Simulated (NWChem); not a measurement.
System: CBr$_{2}$Cl$_{2}$; SMILES C(Br)(Cl)(Cl)Br

Parts of the log:

```
             Northwest Computational Chemistry Package (NWChem) 7.3.0
             --------------------------------------------------------

 C2V symmetry detected

                             Geometry "geometry" -> ""
                             -------------------------

 Output coordinates in angstroms (scale by  1.889725989 to convert to a.u.)

  No.       Tag          Charge          X              Y              Z
 ---- ---------------- ---------- -------------- -------------- --------------
    1 Cl                  17.0000     0.00000000    -1.44361300    -1.41627625
    2 C                    6.0000     0.00000000     0.00000000    -0.40468325
    3 Cl                  17.0000     0.00000000     1.44361300    -1.41627625
    4 Br                  35.0000     1.58416400     0.00000000     0.72259275
    5 Br                  35.0000    -1.58416400     0.00000000     0.72259275

 Effective nuclear repulsion energy (a.u.)     849.0615963037

      Symmetry information
      --------------------

 Group name             C2v
 Group number             16
 Group order               4
 No. of unique centers     3

                                 NWChem DFT Module
                                 -----------------

 Summary of "ao basis" -> "ao basis" (spherical)
 ------------------------------------------------------------------------------
       Tag                 Description            Shells   Functions and Types
 ---------------- ------------------------------  ------  ---------------------
 Cl                          3-21g                   7       13   4s3p
 C                           3-21g                   5        9   3s2p
 Br                          3-21g                  10       22   5s4p1d

      Symmetry analysis of basis
      --------------------------

        a1         31
        a2          9
        b1         21
        b2         18

            General Information
            -------------------
          SCF calculation type: DFT
          Wavefunction type:  closed shell.
          No. of atoms     :     5
          No. of electrons :   110
           Alpha electrons :    55
            Beta electrons :    55
          Charge           :     0
          Spin multiplicity:     1
          Use of symmetry is: on ; symmetry adaption is: on
          Maximum number of iterations: 150
          AO basis - number of functions:    79
                     number of shells:    39
          Convergence on energy requested:  1.00D-06
          Convergence on density requested:  1.00D-05
          Convergence on gradient requested:  5.00D-04

              XC Information
              --------------
                         B3LYP Method XC Potential
                     Hartree-Fock (Exact) Exchange  0.200
                        Slater Exchange Functional  0.800 local
                    Becke 1988 Exchange Functional  0.720 non-local
              Lee-Yang-Parr Correlation Functional  0.810
                  VWN I RPA Correlation Functional  0.190 local

             Grid Information
             ----------------
          Grid used for XC integration:  medium
          Radial quadrature: Mura-Knowles
          Angular quadrature: Lebedev.
          Tag              B.-S. Rad. Rad. Pts. Rad. Cut. Ang. Pts.
          ---              ---------- --------- --------- ---------
          Cl                  1.00       88           8.0       590
          C                   0.70       49           7.0       434
          Br                  1.15      112           9.0       590
          Grid pruning is: on
          Number of quadrature shells:   249
          Spatial weights used:  Erf1

      Superposition of Atomic Density Guess
      -------------------------------------

 Sum of atomic energies:       -6072.11738266

      Non-variational initial energy
      ------------------------------

 Total energy =   -6073.290747
 1-e energy   =  -10153.064252
 2-e energy   =    3230.711908
 HOMO         =      -0.328255
 LUMO         =      -0.009008

      Symmetry analysis of molecular orbitals - initial
      -------------------------------------------------

  Numbering of irreducible representations:

     1 a1          2 a2          3 b1          4 b2

  Orbital symmetries:

     1 b1          2 a1          3 b2          4 a1          5 b1
     6 a1          7 b1          8 a1          9 b1         10 a2
    11 b2         12 a1         13 a1         14 b2         15 a1
    16 a1         17 b1         18 a1         19 b2         20 b2
    21 a2         22 b1         23 a1         24 a1         25 b1
    26 b2         27 a1         28 a2         29 b1         30 a1
    31 b1         32 b2         33 a1         34 b1         35 a2
    36 b2         37 a1         38 a2         39 b1         40 a1
    41 b2         42 a1         43 b1         44 a1         45 b2
    46 a1         47 b1         48 a2         49 a1         50 b2
    51 b1         52 a1         53 b2         54 a2         55 b1
    56 a1         57 b1         58 a1         59 b2         60 a1
    61 b2         62 b1         63 a1         64 a1         65 b2

     ---------------------------------------------
      Total Density - Mulliken Population Analysis
     ---------------------------------------------

    Atom       Charge   Shell Charges
 -----------   ------   -------------------------------------------------------
    1 Cl  17    17.12   2.00  1.96  5.91  1.15  3.08  0.80  2.23
    2 C    6     5.54   1.99  0.29  0.80  1.14  1.32
    3 Cl  17    17.12   2.00  1.96  5.91  1.15  3.08  0.80  2.23
    4 Br  35    35.11   2.00  2.00  5.99  2.00  5.97  0.79  2.34  1.14  2.89 10.00
    5 Br  35    35.11   2.00  2.00  5.99  2.00  5.97  0.79  2.34  1.14  2.89 10.00

   convergence    iter        energy       DeltaE   RMS-Dens  Diis-err
 ---------------- ----- ----------------- --------- --------- ---------
 d= 0,ls=0.0,diis     1  -6077.1285729661 -6.93D+03  3.95D-02  2.07D+00
 d= 0,ls=0.0,diis     2  -6076.2427785146  8.86D-01  2.42D-02  9.68D+00
 d= 0,ls=0.0,diis     3  -6077.4244277649 -1.18D+00  2.45D-03  1.72D-02
 d= 0,ls=0.0,diis     4  -6077.4269849279 -2.56D-03  6.33D-04  1.60D-03
 d= 0,ls=0.0,diis     5  -6077.4272141133 -2.29D-04  8.44D-05  9.80D-06
 d= 0,ls=0.0,diis     6  -6077.4272149506 -8.37D-07  3.47D-05  5.07D-06
 d= 0,ls=0.0,diis     7  -6077.4272157582 -8.08D-07  3.46D-06  3.71D-08

         Total DFT energy =    -6077.427215758178
      One electron energy =   -10151.928429762211
           Coulomb energy =     3470.151357155473
    Exchange-Corr. energy =     -244.711739455100
 Nuclear repulsion energy =      849.061596303660

 Numeric. integr. density =      110.000007544547

                  Occupations of the irreducible representations
                  ----------------------------------------------

                     irrep           alpha         beta
                     --------     --------     --------
                     a1               21.0         21.0
                     a2                7.0          7.0
                     b1               15.0         15.0
                     b2               12.0         12.0

                       DFT Final Molecular Orbital Analysis
                       ------------------------------------

 Vector   53  Occ=2.000000D+00  E=-3.041187D-01  Symmetry=b2
              MO Center= -5.3D-14,  1.4D-15,  8.5D-02, r^2= 4.7D+00
   Bfn.  Coefficient  Atom+Function         Bfn.  Coefficient  Atom+Function
  ----- ------------  ---------------      ----- ------------  ---------------
    51      0.365625  4 Br py                73      0.365625  5 Br py
    47      0.324383  4 Br py                69      0.324383  5 Br py
     9      0.260117  1 Cl pz                31     -0.260117  3 Cl pz
    43     -0.217763  4 Br py                65     -0.217763  5 Br py
    13      0.197103  1 Cl pz                35     -0.197103  3 Cl pz

 Vector   54  Occ=2.000000D+00  E=-2.964130D-01  Symmetry=a2
              MO Center=  5.2D-14, -7.7D-17,  3.1D-01, r^2= 4.6D+00
   Bfn.  Coefficient  Atom+Function         Bfn.  Coefficient  Atom+Function
  ----- ------------  ---------------      ----- ------------  ---------------
    51      0.392269  4 Br py                73     -0.392269  5 Br py
    47      0.355524  4 Br py                69     -0.355524  5 Br py
    43     -0.236873  4 Br py                65      0.236873  5 Br py
     7      0.224606  1 Cl px                29     -0.224606  3 Cl px
    11      0.168200  1 Cl px                33     -0.168200  3 Cl px

 Vector   55  Occ=2.000000D+00  E=-2.884866D-01  Symmetry=b1
              MO Center= -3.5D-16,  5.2D-16,  6.0D-01, r^2= 4.2D+00
   Bfn.  Coefficient  Atom+Function         Bfn.  Coefficient  Atom+Function
  ----- ------------  ---------------      ----- ------------  ---------------
    52      0.323218  4 Br pz                74     -0.323218  5 Br pz
    48      0.290893  4 Br pz                70     -0.290893  5 Br pz
    50     -0.282319  4 Br px                72     -0.282319  5 Br px
    46     -0.262587  4 Br px                68     -0.262587  5 Br px
    44     -0.193741  4 Br pz                66      0.193741  5 Br pz

 Vector   56  Occ=0.000000D+00  E=-8.304250D-02  Symmetry=a1
              MO Center=  6.4D-16, -2.2D-16,  5.8D-02, r^2= 4.3D+00
   Bfn.  Coefficient  Atom+Function         Bfn.  Coefficient  Atom+Function
  ----- ------------  ---------------      ----- ------------  ---------------
    19      1.455123  2 C  s                 50      0.481608  4 Br px
    72     -0.481608  5 Br px                52      0.299922  4 Br pz
    74      0.299922  5 Br pz                49     -0.295569  4 Br s
    71     -0.295569  5 Br s                 12     -0.259903  1 Cl py
    34      0.259903  3 Cl py                13     -0.226902  1 Cl pz

[...]
```

Level: B3LYP/3-21G. All runs use the structure optimised with PBE0/def2-SVP. B3LYP is NWChem's, with the RPA form of VWN correlation.

Task: Which NWChem input produces such a log?

Result: This is not unique; one that fits is the input that was run:
```
start job
memory heap 200 mb stack 900 mb global 1100 mb
geometry units angstroms noautoz
  Cl     0.000000    -1.443613    -1.423309
  C      0.000000     0.000000    -0.411716
  Cl     0.000000     1.443613    -1.423309
  Br     1.584164     0.000000     0.715560
  Br    -1.584164     0.000000     0.715560
end
basis spherical
  * library 3-21g
end
dft
  xc b3lyp
  iterations 150
  mulliken
end
task dft energy
```
